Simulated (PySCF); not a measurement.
[CuI4]2-: angle to the S4 axis varied

[CuI4]2- holds Cu(II), d9, at total charge -2. The structure is a model geometry with rigid ligands and bond lengths from ionic radii, not a minimum; coordination tetrahedral, point group Td, metal–donor distances 2.67 Å.

The d shell alone is too small an active space for [CuI4]2- (Cu(II) with such soft donors has much ligand-hole, Cu(I)-like character): its levels, fitted parameters, g values and moments show what this model gives and aren't sound predictions.

```
5

Cu    0.0000    0.0000    0.0000
I     1.5415    1.5415    1.5415
I    -1.5415   -1.5415    1.5415
I    -1.5415    1.5415   -1.5415
I     1.5415   -1.5415   -1.5415
```

Method (PySCF 2.14, density fitting): CASSCF(9,5) with orbitals averaged over all microstates of the shell, strongly contracted NEVPT2 on the averaged canonical orbitals; basis x2c-TZVPall on the metal, x2c-SVPall elsewhere; spin-free X2C; IEF-PCM water; spin-orbit coupling by state interaction with the mean-field operator over all roots.

The angle between each bond and z is 54.7° in a regular tetrahedron, less in an elongated one and 90° in a plane.

```
angle to the S4 axis  group          ground  next state (NEVPT2) / cm⁻¹  orbital energies above the lowest (NEVPT2 fit) / cm⁻¹  μeff(300 K) / μB
               45.0°    D2d   2E (from 2T2)         2B2 (from 2T2) 2556                                   0 413 1305 3861 3861              2.56
               50.0°    D2d   2E (from 2T2)         2B2 (from 2T2) 1329                                   0 218 1986 3314 3314              2.62
               54.7°     Td             2T2                     2E 2753                                     0 0 2753 2753 2753              2.69
               60.0°    D2d  2B2 (from 2T2)          2E (from 2T2) 1691                                   0 220 2304 2304 3994              2.48
               65.0°    D2d  2B2 (from 2T2)          2E (from 2T2) 3475                                   0 415 1822 1822 5297              2.30
               72.0°    D2d             2B2                     2E 6089                                   0 674 1150 1150 7239              2.15
```

At 45.0°, 50.0°, 54.7° the ground state is orbitally degenerate, so the regular structure would distort there (Jahn–Teller).

Ligand-hole states mix strongly into such Cu(II) halides; the d shell alone makes them too ionic, overstates g shifts and moments and can put the wrong state lowest.
